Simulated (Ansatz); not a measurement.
`[SiH3]O[SiH]([SiH3])Cl` + HCl → `[SiH3]O[SiH](Cl)Cl` + SiH₄ at 500 K and 1 bar (cleavage of the Si–Si bond).

Gas-phase electronic energies from Ansatz, PBE0-D4/def2-TZVP geometries. CBS: MP2 limit from def2 TZ/QZ plus the TZ coupled-cluster correction, frozen cores. This one scheme is used for every species. One conformer a species, not always the lowest.

```tsv
species	CCSD(T)/CBS energy (Eh)	H − E (kJ/mol)	S (J/(mol·K))
`[SiH3]O[SiH]([SiH3])Cl`	-1406.52878	233.2	506.9
HCl	-460.38127	32.5	201.9
`[SiH3]O[SiH](Cl)Cl`	-1575.48976	161.7	461.9
SiH₄	-291.46306	102.4	230.9
```

H − E and S are ideal-gas, rigid-rotor, harmonic terms from PBE0-D4/def2-TZVP, for one conformer and one mirror image of each species. 1 Eh = 2625.50 kJ/mol, R = 8.31446 J/(mol·K).

Task: By hand: ΔE, ΔH, ΔS and ΔG.

Result: ΔE = (-1575.48976) + (-291.46306) − (-1406.52878) − (-460.38127) = -0.04277 Eh = -112.3 kJ/mol. Δ(H − E) = 161.7 + 102.4 − 233.2 − 32.5 = -1.6, so ΔH = -113.9 kJ/mol. ΔS = 461.9 + 230.9 − 506.9 − 201.9 = -16.0 J/(mol·K). ΔG = -113.9 − 500 × (-16.0)/1000 = -105.9 kJ/mol.

Task: By hand: the equilibrium constant, and the temperature at which ΔG would vanish if ΔH and ΔS stayed fixed.

Result: log₁₀ K = −ΔG/(RT ln 10) = 11.1. ΔG = 0 at ΔH/ΔS = 7119 K, far beyond where these terms or the molecules hold.

ΔH outweighs TΔS. A doubt of 5 kJ/mol in ΔE shifts log₁₀ K by 0.5 here. Other conformers and mirror images would add mixing entropy, several J/(mol·K) or more a flexible species. Modes under 60 cm⁻¹, often nearly free rotors, make the harmonic entropy too high. These are equilibria of isolated gas molecules and say nothing of rates. Largest T1 diagnostic: 0.012 (customary marks: 0.02 for closed shells, 0.045 for open ones).
